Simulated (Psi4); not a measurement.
A dimer, CO ··· H3N (SMILES [C-]#[O+] and N), singlet; the first 2 atoms form monomer A.

```
6

C      0.5625     0.0000     0.0000
O     -0.5625     0.0000     0.0000
N      0.9755    -2.1495     0.3696
H      1.0257    -2.6757    -0.4952
H      0.2087    -2.5314     0.9113
H      1.8293    -2.3326     0.8843
```

What interaction energy does SAPT0/jun-cc-pVDZ, frozen core (Psi4) give, and which attractive term is the largest?

Total 35.55 kJ/mol: electrostatics -98.20, exchange 200.72, induction -43.86, dispersion -23.10. The most attractive term is electrostatics.
